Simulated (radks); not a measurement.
Problem. Cl3+, 14 electrons, occupied as [He] 2s2 2p5 3s2 3p2 4p1 (not the ground configuration). Method: Dirac Kohn-Sham, PBE, spin-unpolarised, spherical densities, finite nucleus; open shells fill j = l - 1/2 first; Fermi nuclear charge, rms radius 3.3654 fm; computed with a radial shooting solver on a logarithmic mesh with Libxc functionals.

Spin-orbit splittings of the eigenvalues, e(l+1/2) - e(l-1/2), with zeta = 2 splitting/(2l+1) and mean radii in bohr:

shell  occ.  splitting (eV)  zeta (eV)  <r> j=l-1/2  <r> j=l+1/2
2p        5           1.819      1.213       0.3911       0.3933
3p        2          0.2329     0.1553        1.374        1.379
3d        0         0.02122   0.008486        1.520        1.521
4p        1               ?          ?        3.367        3.374
4f        0       0.0004605  0.0001316        4.182        4.183

Estimate the 4p splitting.

Solution. 0.04918 eV (zeta = 0.03279 eV).
